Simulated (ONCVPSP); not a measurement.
What one change does to a pseudopotential (vanadium (V), ONCV)

```
Element                 : V
Generator               : ONCVPSP 4.0.1
Type                    : optimised norm-conserving Vanderbilt (ONCV)
Functional              : PW91
Relativity              : scalar-relativistic
Frozen core             : [Ar]
Valence charge          : 5
Reference configuration : 3d3 4s2
Partial waves           : 4s: rc 2.20 bohr, ncon 5, nbas 9, qcut 2.8 1/bohr, 3 projectors, debl 3.9 Ha; p scattering state at 0.04 Ha: rc 2.30 bohr, ncon 5, nbas 10, qcut 3.3 1/bohr, 1 projector; 3d: rc 2.25 bohr, ncon 4, nbas 8, qcut 6.1 1/bohr, 2 projectors, debl 0.4 Ha
Local potential         : polynomial inside 1.65 bohr (lpopt 5, dvloc0 4 Ha)
Core correction         : Teter function, fcfact 3.5, rcfact 1.7
```

All-electron outer shells of the reference configuration (PW91, scalar-relativistic, ld1.x):

```json
{"shell": "3p", "level (eV)": "-44.08", "outermost node (bohr)": "0.35", "outermost maximum (bohr)": "0.84"}
{"shell": "3d", "level (eV)": "-5.23", "outermost node (bohr)": "–", "outermost maximum (bohr)": "0.90"}
{"shell": "4s", "level (eV)": "-4.75", "outermost node (bohr)": "1.17", "outermost maximum (bohr)": "2.76"}
```

Change: functional LDA (Perdew-Wang 92).

Cutoffs: the cutoffs (Ha) at which the residual kinetic energy of the hardest occupied pseudo-wave falls to 1 and 0.1 mHa per electron; they do not see the model core or the augmentation charge, which bear on the density cutoff. Errors are all-electron minus pseudo energies relative to the spin-unpolarised reference configuration.

Problem. Predict the effect on cutoff, ghosts and configuration errors.

Solution. The potential gets neither clearly harder nor softer (16 Ha and 42 Ha → 16 Ha and 43 Ha); both files keep a bound ghost (s); of the 4 tests that both files solve, the error grows in 0 and shrinks in 2 by more than 15 % and 0.3 meV (median size 236.1 → 172.1 meV).

| quantity | base | changed |
| --- | --- | --- |
| cutoff, loose | 16 Ha | 16 Ha |
| cutoff, tight | 42 Ha | 43 Ha |
| loose cutoff by channel | s 11 Ha, d 16 Ha | s 13 Ha, d 16 Ha |
| bound ghosts | s | s |
| GHOST(+) flags under 300 eV | none | none |
| error for 3d3 4s1, meV [ΔE 7.79 → 7.93 eV] | -50 | -39 |
| error for 3d3 4s0, meV [ΔE 22.11 → 22.47 eV] | -422 | -305 |
| error for 3d2 4s0, meV [ΔE 51.11 → 51.63 eV] | -582 | -514 |
| error for 3d3 4s1.5, meV [ΔE 3.12 → 3.18 eV] | -8.0 | -7.2 |
| s: phases at 2.23 bohr within 0.05 rad from the reference energy up to (Ha; the scan ends near 5) | to the end of the scan | to the end of the scan |
| p: phases at 2.33 bohr within 0.05 rad from the reference energy up to (Ha; the scan ends near 5) | 0.4 | 0.4 |
| d: phases at 2.29 bohr within 0.05 rad from the reference energy up to (Ha; the scan ends near 5) | 3.8 | 3.8 |
| rms error of d²Exc/dni dnj with the model core, mHa | 8.31 | 8.28 |

Base: The cutoffs count occupied waves only; projector 2 of the s channel, the hardest unoccupied one, needs 57 Ha at the loose tolerance. Changed file: The cutoffs count occupied waves only; projector 2 of the s channel, the hardest unoccupied one, needs 57 Ha at the loose tolerance. A true bound ghost makes a file unfit for plane-wave use even where its test errors are small: the radial tests pick states by their node count and pass the ghost by.
